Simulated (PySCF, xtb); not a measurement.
1,1,1,2-tetrafluoroethane (C₂H₂F₄), SMILES C(F)(F)(F)CF.

xtb with GFN2-xTB at its own geometry gives an orbital gap of 12.62 eV and a dipole moment of 2.72 D.

Geometry optimised at PBE-D3(BJ)/def2-SVP.

What does PBE/def2-TZVP run with PySCF give? (Estimate from the structure and the level; the computed values follow.)

gap 8.73 eV (levels -8.67 and 0.05 eV), dipole 1.86 D.
